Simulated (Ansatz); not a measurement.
Geometry optimisation, Ansatz 0.2.0, RKS r2SCAN/STO-3G.

Input:

```yaml
crystal:
  periodic: [false, false, false]
  atoms:
    - { symbol: "N", position_ang: [-1.3665, -1.7524, -0.0053] }
    - { symbol: Si, position_ang: [0.1509, -1.0731, -0.1735] }
    - { symbol: S, position_ang: [1.3072, -2.4758, 0.8941] }
    - { symbol: C, position_ang: [0.3802, 0.6169, 0.6035] }
    - { symbol: C, position_ang: [-0.3703, 1.7359, -0.1619] }
    - { symbol: O, position_ang: [0.4234, 2.1264, -1.2658] }
    - { symbol: H, position_ang: [-1.5144, -1.999, 0.9535] }
    - { symbol: H, position_ang: [-1.417, -2.5527, -0.5637] }
    - { symbol: H, position_ang: [0.5273, -1.1101, -1.558] }
    - { symbol: H, position_ang: [2.5311, -1.9461, 0.6121] }
    - { symbol: H, position_ang: [1.3605, 0.8422, 0.7456] }
    - { symbol: H, position_ang: [-0.1039, 0.5609, 1.6315] }
    - { symbol: H, position_ang: [-1.4274, 1.5086, -0.5046] }
    - { symbol: H, position_ang: [-0.4714, 2.6327, 0.5241] }
    - { symbol: H, position_ang: [-0.0315, 2.8348, -1.7022] }
basis:
  gaussian: { orbitals: STO-3G }
hamiltonian:
  xc: r2scan
relax:
  f_tol: 0.02
  max_steps: 40
scf:
  lower_state_search: "off"
output:
  orbitals: {}
```

Run as:

```bash
$ ansatz run input.yaml --threads 1 --pin off --max-ram 2048MiB --backend cpu --events-out ev --progress --plain --runs-dir out
```

**Question.** Where does it end, and by what steps?

**Answer.** The run converged. The force dipped under the threshold on the way, but the program's further checks kept it going. Limits of this set-up: minimal basis. After 36 steps the energy has fallen by 1.197 eV; H10 moved furthest, 1.40 Å.

| step | energy less start (eV) | largest force component (eV/Å) | accepted |
| --- | --- | --- | --- |
| 0 | 0.0000 | 5.725 | yes |
| 2 | -1.0990 | 0.432 | yes |
| 4 | -1.1253 | 0.104 | yes |
| 6 | -1.1328 | 0.124 | yes |
| 8 | -1.1349 | 0.025 | yes |
| 10 | -1.1367 | 0.235 | yes |
| 12 | -1.1441 | 0.070 | yes |
| 14 | -1.1473 | 0.049 | yes |
| 16 | -1.1552 | 0.152 | yes |
| 18 | -1.1616 | 0.039 | yes |
| 20 | -1.1696 | 0.511 | yes |
| 22 | -1.1921 | 0.129 | yes |
| 24 | -1.1953 | 0.056 | yes |
| 26 | -1.1958 | 0.020 | yes |
| 28 | -1.1967 | 0.021 | yes |
| 30 | -1.1968 | 0.007 | yes |
| 32 | -1.1971 | 0.028 | yes |
| 34 | -1.1973 | 0.013 | yes |
| 36 | -1.1974 | 0.013 | yes |

```xyz
15
Properties=species:S:1:pos:R:3
N -1.184 -1.456 -0.340
Si 0.503 -0.943 -0.060
S 1.665 -2.196 1.232
C 0.408 0.746 0.768
C -0.483 1.728 -0.043
O 0.103 1.833 -1.386
H -1.632 -1.679 0.587
H -1.183 -2.391 -0.823
H 1.118 -0.897 -1.373
H 1.876 -3.131 0.270
H 1.414 1.178 0.870
H -0.007 0.652 1.782
H -1.526 1.333 -0.078
H -0.520 2.720 0.470
H -0.573 2.453 -1.846
```

Time of the run: 5.6 min on 1 thread of Arm Neoverse N1 (shared host), peak memory 0.19 GiB.
